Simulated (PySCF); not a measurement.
C₂H₂N, SMILES [CH2-]C#N, charge -1. Atoms are numbered in the order given.

```xyz
5

C     -1.2070    -0.0867     0.0000
C      0.1799     0.0020     0.0000
N      1.3714     0.0113     0.0000
H     -1.7186     0.2147    -0.9206
H     -1.7186     0.2147     0.9206
```
Charge -1, spin multiplicity 1.

Geometry optimised at PBE-D3(BJ)/def2-TZVPD.

Level of theory: PySCF 2.14.0 with PBE-D3(BJ)/def2-TZVPD.

Harmonic, unscaled wavenumbers; measured fundamentals usually lie a few per cent lower.

```tsv
mode	ν (cm⁻¹)	IR (km/mol)	moving atoms (share of kinetic energy)
1	396	205.4	H 80 %, C 19 %
2	421	3.4	C 54 %, H 27 %, N 19 %
3	541	2.0	C 81 %, N 18 %
4	1012	1.9	H 65 %, C 35 %
5	1049	22.3	C 53 %, N 31 %, H 16 %
6	1370	3.3	H 83 %, C 16 %
7	2088	467.6	C 66 %, N 34 %
8	3020	43.0	H 95 %
9	3080	53.2	H 90 %, C 10 %
```
